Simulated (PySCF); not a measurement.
B(F)(Br)(Et) (C2H5BBrF), SMILES CCB(F)Br.

Geometry optimised at PBE0-D3(BJ)/def2-SVP. The structure was generated by enumeration, and PubChem lists no compound with its InChIKey, so it may never have been made. The values are those of a single conformer.

Calculation: PBE0-D3(BJ)/def2-SVP in PySCF 2.14.0.

Frequencies are harmonic and unscaled.

```json
[
 {"mode": "1", "ν (cm⁻¹)": "35", "IR (km/mol)": "0.5", "moving atoms (share of kinetic energy)": "H 50 %, C 35 %, F 8 %"},
 {"mode": "2", "ν (cm⁻¹)": "167", "IR (km/mol)": "0.3", "moving atoms (share of kinetic energy)": "F 31 %, C 31 %, H 20 %, B 11 %, Br 8 %"},
 {"mode": "3", "ν (cm⁻¹)": "198", "IR (km/mol)": "0.4", "moving atoms (share of kinetic energy)": "H 84 %, C 10 %"},
 {"mode": "4", "ν (cm⁻¹)": "286", "IR (km/mol)": "6.0", "moving atoms (share of kinetic energy)": "C 51 %, F 20 %, H 15 %, Br 11 %"},
 {"mode": "5", "ν (cm⁻¹)": "337", "IR (km/mol)": "0.5", "moving atoms (share of kinetic energy)": "F 48 %, Br 32 %, C 11 %"},
 {"mode": "6", "ν (cm⁻¹)": "403", "IR (km/mol)": "0.9", "moving atoms (share of kinetic energy)": "B 47 %, H 46 %"},
 {"mode": "7", "ν (cm⁻¹)": "642", "IR (km/mol)": "25.9", "moving atoms (share of kinetic energy)": "C 38 %, F 26 %, H 18 %, B 15 %"},
 {"mode": "8", "ν (cm⁻¹)": "728", "IR (km/mol)": "24.9", "moving atoms (share of kinetic energy)": "H 54 %, B 27 %, C 17 %"},
 {"mode": "9", "ν (cm⁻¹)": "958", "IR (km/mol)": "205.4", "moving atoms (share of kinetic energy)": "B 59 %, C 22 %, H 14 %"},
 {"mode": "10", "ν (cm⁻¹)": "980", "IR (km/mol)": "10.0", "moving atoms (share of kinetic energy)": "H 77 %, C 20 %"},
 {"mode": "11", "ν (cm⁻¹)": "985", "IR (km/mol)": "1.2", "moving atoms (share of kinetic energy)": "H 75 %, C 16 %, B 8 %"},
 {"mode": "12", "ν (cm⁻¹)": "1095", "IR (km/mol)": "69.1", "moving atoms (share of kinetic energy)": "C 51 %, H 40 %, B 9 %"},
 {"mode": "13", "ν (cm⁻¹)": "1243", "IR (km/mol)": "0.3", "moving atoms (share of kinetic energy)": "H 80 %, C 19 %"},
 {"mode": "14", "ν (cm⁻¹)": "1308", "IR (km/mol)": "133.3", "moving atoms (share of kinetic energy)": "H 38 %, B 29 %, C 23 %, F 11 %"},
 {"mode": "15", "ν (cm⁻¹)": "1376", "IR (km/mol)": "155.6", "moving atoms (share of kinetic energy)": "H 44 %, B 27 %, C 22 %"},
 {"mode": "16", "ν (cm⁻¹)": "1402", "IR (km/mol)": "28.2", "moving atoms (share of kinetic energy)": "H 67 %, C 15 %, B 14 %"},
 {"mode": "17", "ν (cm⁻¹)": "1414", "IR (km/mol)": "8.3", "moving atoms (share of kinetic energy)": "H 72 %, C 16 %, B 10 %"},
 {"mode": "18", "ν (cm⁻¹)": "1476", "IR (km/mol)": "28.5", "moving atoms (share of kinetic energy)": "H 92 %"},
 {"mode": "19", "ν (cm⁻¹)": "1476", "IR (km/mol)": "7.8", "moving atoms (share of kinetic energy)": "H 97 %"},
 {"mode": "20", "ν (cm⁻¹)": "3052", "IR (km/mol)": "16.0", "moving atoms (share of kinetic energy)": "H 94 %"},
 {"mode": "21", "ν (cm⁻¹)": "3062", "IR (km/mol)": "24.2", "moving atoms (share of kinetic energy)": "H 97 %"},
 {"mode": "22", "ν (cm⁻¹)": "3091", "IR (km/mol)": "0.7", "moving atoms (share of kinetic energy)": "H 91 %, C 9 %"},
 {"mode": "23", "ν (cm⁻¹)": "3155", "IR (km/mol)": "14.8", "moving atoms (share of kinetic energy)": "H 90 %, C 10 %"},
 {"mode": "24", "ν (cm⁻¹)": "3156", "IR (km/mol)": "14.1", "moving atoms (share of kinetic energy)": "H 91 %, C 9 %"}
]
```
